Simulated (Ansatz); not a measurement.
Gas-phase reaction (SMILES): [F][Fe][F] (quintet) -> [F][Fe] (sextet) + F atom; the F-Fe bond at the site shown breaks (other sites are not compared here).

Geometries: B3LYP-D3(BJ)/def2-TZVP minima from Ansatz (an electronic-structure program). Cores are frozen in the correlated levels unless marked. UHF or UKS for open shells. Spin-orbit coupling is left out. The frozen core is the preceding noble-gas configuration, with the filled d and f shells of earlier blocks. Non-relativistic. CBS marks a two-point X^-3 extrapolation of the correlation energy; Hartree-Fock from the larger set. The bracket is a focal-point correction in the basis named. [F][Fe][F] (quintet): The spin state was set by rule; other spins were not relaxed. [F][Fe] (sextet): The spin state was set by rule; other spins were not relaxed. A spin state is the lowest found, not a proven ground state. Thermal terms are rigid-rotor harmonic-oscillator values from B3LYP-D3(BJ) frequencies (Ansatz) at 298.15 K and 1 atm. 1 Eh = 627.5095 kcal/mol. Atoms have translation alone.

```json
[
 {"species": "[F][Fe][F] (quintet)", "E, RI-MP2/CBS(def2-TZVPPD,def2-QZVPPD)+[CCSD(T)-MP2]/def2-TZVPPD (Ansatz) (Eh)": "-1462.39591", "E, wB97X-V/def2-TZVPD (Ansatz) (Eh)": "-1463.36857", "H - E (Eh)": "0.00860"},
 {"species": "[F][Fe] (sextet)", "E, RI-MP2/CBS(def2-TZVPPD,def2-QZVPPD)+[CCSD(T)-MP2]/def2-TZVPPD (Ansatz) (Eh)": "-1362.51332", "E, wB97X-V/def2-TZVPD (Ansatz) (Eh)": "-1363.41460", "H - E (Eh)": "0.00491"},
 {"species": "F atom", "E, RI-MP2/CBS(def2-TZVPPD,def2-QZVPPD)+[CCSD(T)-MP2]/def2-TZVPPD (Ansatz) (Eh)": "-99.66761", "E, wB97X-V/def2-TZVPD (Ansatz) (Eh)": "-99.73522", "H - E (Eh)": "0.00236"}
]
```

Task: Work out ΔE and ΔH at 298.15 K at the first level, then ΔH at the second.

Result: 
1. ΔE = [(-1362.51332) + (-99.66761)] - [(-1462.39591)] = 0.21498 Eh = 134.9 kcal/mol at RI-MP2/CBS(def2-TZVPPD,def2-QZVPPD)+[CCSD(T)-MP2]/def2-TZVPPD.
2. The terms H - E add up to -0.00133 Eh, so ΔH = (0.21498 + (-0.00133))×627.5095 = 134.1 kcal/mol.
3. At wB97X-V/def2-TZVPD the same steps give ΔE = 137.3 and ΔH = 136.4 kcal/mol, a shift of +2.3 from the first level.
4. These values are not checked against measurement here, since the tables used lack a sound gas-phase enthalpy of formation for at least one species.
